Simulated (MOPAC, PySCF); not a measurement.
Complex: H2S (SMILES S) (first 3 atoms) with CH6Si (SMILES C[SiH3]); geometry from B3LYP-D3(BJ)/def2-TZVP, rigid monomers moved along the line of their centres of mass till S1···Si5 is 4.54 Å.
(charge 0, multiplicity 1):
```xyz
11

S     -0.00899    -0.53451     0.30546
H     -0.02062    -1.57213     1.15728
H     -1.14679    -0.03469     0.81339
C      1.13903     1.21925     4.40712
Si    -0.37959     0.18618     4.77106
H      1.99763     0.86352     4.97958
H      0.96918     2.26553     4.66765
H      1.38599     1.16430     3.34599
H     -0.15118    -1.23654     4.41444
H     -1.54749     0.66688     3.99104
H     -0.73386     0.24661     6.21055
```

Interaction energies are E(AB) − E(A) − E(B) at the monomers' geometry in the complex; basis-set methods are counterpoise corrected. Rows marked so take none.

Rows in 6-31G* carry no dispersion term and start afresh at each structure (6-31G* with six Cartesian d functions). MP2/6-31G* freezes PySCF's default core. The state that AM1, PM6 reach isn't checked.

Programs: MOPAC for AM1, PM6 (differences of heats of formation); PySCF for 6-31G* rows. Values without a source in brackets are computed.

What interaction energy does MP2/6-31G* (no counterpoise) give?

-51 meV

Give the interaction energy at the level AM1.

-4 meV

What is the computed interaction energy (PM6)?

-17 meV
